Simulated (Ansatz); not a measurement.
`C=C(N)[TeH]` and `C=C(N)[O][GeH3]` differ in one atom or group.

Ansatz, PBE0-D4/def2-TZVP geometries, multiplicity 1. Each molecule was computed in one conformer, which needn't be the lowest.

Elements past krypton have def2 core potentials. Scalar relativity is left out up to krypton.

| property | `C=C(N)[TeH]` |
| --- | --- |
| LUMO energy (ωB97M-V/def2-TZVPP) / eV | 1.19 |
| HOMO–LUMO gap (ωB97M-V/def2-TZVPP) / eV | 9.39 |
| LUMO energy (PBE/def2-TZVPP) / eV | -1.48 |
| HOMO–LUMO gap (PBE/def2-TZVPP) / eV | 3.56 |
| HOMO–LUMO gap (B3LYP/def2-TZVPP) / eV | 4.99 |
| size of the dipole moment (ωB97M-V/def2-TZVPP) / D | 1.58 |

Problem. Give the same properties after the change, and the shifts. (An estimate is asked.)

Solution. Computed: 
| property | `C=C(N)[O][GeH3]` | shift |
| --- | --- | --- |
| LUMO energy (ωB97M-V/def2-TZVPP) / eV | 1.93 | 0.74 |
| HOMO–LUMO gap (ωB97M-V/def2-TZVPP) / eV | 10.20 | 0.81 |
| LUMO energy (PBE/def2-TZVPP) / eV | -0.67 | 0.81 |
| HOMO–LUMO gap (PBE/def2-TZVPP) / eV | 4.26 | 0.70 |
| HOMO–LUMO gap (B3LYP/def2-TZVPP) / eV | 5.81 | 0.82 |
| size of the dipole moment (ωB97M-V/def2-TZVPP) / D | 2.06 | 0.48 |

Dipoles are sizes alone; their direction can turn.

B3LYP here is the variant with VWN-RPA as its local correlation; programs differ in this.

Spin–orbit coupling is left out; it splits and shifts lone-pair levels of the heavy atoms by tenths of an eV.
